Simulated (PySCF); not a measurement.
C2H4ClFSi, SMILES [Si@H](C=C)(Cl)F. Atoms are numbered in the order given.

```xyz
9

C     -2.4972     0.0204     0.3326
C     -1.3384    -0.4810     0.7827
Si     0.2798     0.3329     0.4086
F     -0.0253     1.6188    -0.5374
Cl     1.5077    -0.9617    -0.6367
H     -3.4596    -0.4577     0.5456
H     -2.5284     0.9320    -0.2734
H     -1.3479    -1.4003     1.3822
H      1.0292     0.8078     1.5928
```

Geometry optimised at B3LYP-D3(BJ)/def2-SVP. The structure was generated by enumeration; whether it is a known compound was not checked. One conformer was computed; it need not be the lowest.

Computed with PBE/pcSseg-1 (PySCF).

GIAO shieldings, no solvent; atoms alike by connectivity are averaged. δ = σ(ref) − σ: ¹³C against TMS (σ = 182.0 ppm); ²⁹Si against TMS (σ = 335.4 ppm); ¹⁹F against CFCl3 (σ = 133.6 ppm); ³⁵Cl against HCl (σ = 936.5 ppm); ¹H against TMS (σ = 31.49 ppm), references at their B3LYP-D3(BJ)/def2-TZVP geometries, non-relativistic (without spin–orbit terms, shifts of atoms bonded to Cl or Br come out too high).

**Question.** Estimate the chemical shifts. (Estimate from the structure and the level; the computed values follow.)

**Answer.** 
```json
[
 {"nucleus": "¹³C", "atoms": "C1", "count": "1", "δ (ppm)": "148.2"},
 {"nucleus": "¹³C", "atoms": "C2", "count": "1", "δ (ppm)": "140.5"},
 {"nucleus": "²⁹Si", "atoms": "Si3", "count": "1", "δ (ppm)": "4.1"},
 {"nucleus": "¹⁹F", "atoms": "F4", "count": "1", "δ (ppm)": "-194.9"},
 {"nucleus": "³⁵Cl", "atoms": "Cl5", "count": "1", "δ (ppm)": "92.6"},
 {"nucleus": "¹H", "atoms": "H6, H7", "count": "2", "δ (ppm)": "6.79"},
 {"nucleus": "¹H", "atoms": "H8", "count": "1", "δ (ppm)": "6.40"},
 {"nucleus": "¹H", "atoms": "H9", "count": "1", "δ (ppm)": "6.10"}
]
```
